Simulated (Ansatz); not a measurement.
Species: tribromo(methyl)germane, CH3Br3Ge, net charge 0, singlet state. 
Geometry from a B3LYP-D3(BJ)/def2-TZVP (Ansatz, a first-principles code) optimisation:
SMILES: [Ge]([Br])([CH3])([Br])[Br]
```xyz
8

C     -2.4056     0.0387    -0.0322
Ge    -0.4604     0.0074    -0.0062
Br     0.3454    -1.7538    -1.2766
Br     0.3239    -0.2411     2.1591
Br     0.4000     1.9776    -0.8682
H     -2.7479     0.8760     0.5729
H     -2.7376     0.1563    -1.0619
H     -2.7739    -0.8994     0.3786
```

Quantity: atomisation energy (electronic, to ground-state atoms), in eV. Cores are frozen in the correlated levels unless marked. UHF or UKS for open shells. Spin-orbit coupling is left out. Frozen are the shells of the preceding noble gas and the d and f shells that filled before the atom's block. No relativistic terms. The coupled-cluster limit lacks core correlation, which all-electron functionals hold. Basis-set limits of correlation are two-point, X^-3; Hartree-Fock from the larger set.

```
level                                        program  atomisation energy (eV)
------------------------------------  --------------  -----------------------
BLYP-D4/def2-TZVPD                    Ansatz + dftd4                    25.51
r2SCAN/def2-TZVPD                             Ansatz                    26.22
PBE0/def2-QZVPP                               Ansatz                    25.84
r2SCANh-D4/def2-TZVPD                 Ansatz + dftd4                    26.13
LC-wPBE-D4/def2-TZVPD                 Ansatz + dftd4                    25.81
wB97M-V/def2-TZVPD                            Ansatz                    25.73
wB97X/def2-TZVPD                              Ansatz                    25.80
B2PLYP/def2-TZVPD                             Ansatz                    25.34
RPA@PBE/cc-pVQZ                               Ansatz                    23.74
RI-MP2/cc-pVTZ                                Ansatz                    25.66
SCS-MP2/aug-cc-pVDZ                           Ansatz                    24.17
SCS-MP2/cc-pVQZ                               Ansatz                    25.84
CCSD/STO-3G                                   Ansatz                    28.43
CCSD(T)/6-31G                                 Ansatz                    21.04
CCSD(T)/CBS(aug-cc-pVTZ,aug-cc-pVQZ)          Ansatz                    26.06
```
